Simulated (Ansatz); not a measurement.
`[F][Ge]([F])([SH])[Cl]` and `[F][Ge]([F])([Cl])[SeH]` differ in one atom or group.

Ansatz, PBE0-D4/def2-TZVP geometries, multiplicity 1. Each molecule was computed in one conformer, which needn't be the lowest.

Scalar relativity is left out up to krypton.

| property | `[F][Ge]([F])([SH])[Cl]` |
| --- | --- |
| HOMO energy (PBE0/def2-TZVPP) / eV | -8.69 |
| HOMO–LUMO gap (PBE0/def2-TZVPP) / eV | 7.07 |
| HOMO energy (PBE/def2-TZVPP) / eV | -7.35 |
| HOMO energy (ωB97M-V/def2-TZVPP) / eV | -10.90 |
| LUMO energy (B3LYP/def2-TZVPP) / eV | -1.94 |
| size of the dipole moment (PBE/def2-TZVPP) / D | 2.29 |

(1) What does the change do to each property? (Best estimate.)

## Answers

(1) Ansatz gave: 
| property | `[F][Ge]([F])([Cl])[SeH]` | shift |
| --- | --- | --- |
| HOMO energy (PBE0/def2-TZVPP) / eV | -8.19 | 0.50 |
| HOMO–LUMO gap (PBE0/def2-TZVPP) / eV | 6.34 | -0.73 |
| HOMO energy (PBE/def2-TZVPP) / eV | -6.95 | 0.40 |
| HOMO energy (ωB97M-V/def2-TZVPP) / eV | -10.37 | 0.53 |
| LUMO energy (B3LYP/def2-TZVPP) / eV | -2.16 | -0.22 |
| size of the dipole moment (PBE/def2-TZVPP) / D | 2.44 | 0.15 |

With PBE0 the HOMO rises by 0.50 eV and the LUMO falls by 0.23 eV, so the gap narrows by about 0.73 eV. PBE moves the HOMO by 0.40 eV and ωB97M-V by 0.53 eV. Dipoles are sizes alone; their direction can turn.

B3LYP here is the variant with VWN-RPA as its local correlation; programs differ in this.

Spin–orbit coupling is left out; it splits and shifts lone-pair levels of the heavy atoms by tenths of an eV.
